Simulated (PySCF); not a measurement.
**Static response to an electric field**

Species: C5H4FN3S.
Geometry (GFN2-xTB, Å), atoms numbered from 1 in this order:
```xyz
14
C5H4FN3S angstrom
C     -2.1796   -0.8075    0.3122
C     -1.4558    0.3536   -0.2589
S     -2.2085    1.6180   -0.9561
C      0.0026    0.3325   -0.1762
N      0.6965    1.3481   -0.6834
C      2.0033    1.2646   -0.5735
N      2.6605    0.2639   -0.0064
C      1.8786   -0.6871    0.4612
F      2.4739   -1.7135    1.0380
N      0.5683   -0.7242    0.4149
H     -3.2526   -0.6792    0.2039
H     -1.8616   -1.7231   -0.1863
H     -1.9204   -0.9226    1.3646
H      2.5943    2.0761   -0.9761
```

Level: PBE0/def2-SVPD (PySCF), static field, nuclei fixed, core orbitals frozen in the response. The polarisability tensor in these axes (au):

```
x   129.96 -12.04   9.85
y   -12.04  99.27 -22.02
z     9.85 -22.02  70.72
```

Question: Diagonalise the tensor; give its mean and Δα, where Δα² is half the sum of the squared differences of the eigenvalues.

Answer: Principal values 58.62, 102.72 and 138.59 au; mean 99.98 au = 14.82 Å³ = 16.48 × 10⁻⁴⁰ C²·m²/J; Δα = 69.38 au (69 % of the mean).

Question: What is the dipole moment, and where does it point?

Answer: (-0.11, -0.43, 0.20) D, 0.49 D in size, pointing from the negative to the positive side. Measured along this direction, the outermost atoms are H14 at the negative end and H12 and H13 at the positive end.

Question: Find the Langevin capture rate constant for NO+ (29.998 u) meeting this molecule (157.011 u), k = 2.342 × 10⁻⁹ cm³/s × √(α in Å³ / reduced mass in u).

Answer: The reduced mass is 25.19 u, so k = 1.80 × 10⁻⁹ cm³/s. The formula leaves out the permanent dipole, which adds to the capture rate.

Question: Give the principal axes and the span of the nuclei along them.

Answer: Largest value along (0.87, -0.41, 0.26), where the nuclei span 5.98 Å; middle along (0.49, 0.78, -0.39), 5.46 Å; least along (-0.04, 0.47, 0.88), 1.75 Å. The response follows the extents in order.

Question: What are the principal values of the traceless quadrupole moment, Θ = ½Σq(3rr − r²1), about the centre of nuclear charge?

Answer: -15.79, 6.17, 9.62 D·Å. The values depend on the origin, since the dipole doesn't vanish. The electronic extent ⟨r²⟩ about the same centre is 1718 bohr², a root-mean-square distance of 2.45 Å for the 80 electrons.

The structure is a single GFN2-xTB conformer in the gas phase; no vibrational or solvent corrections.
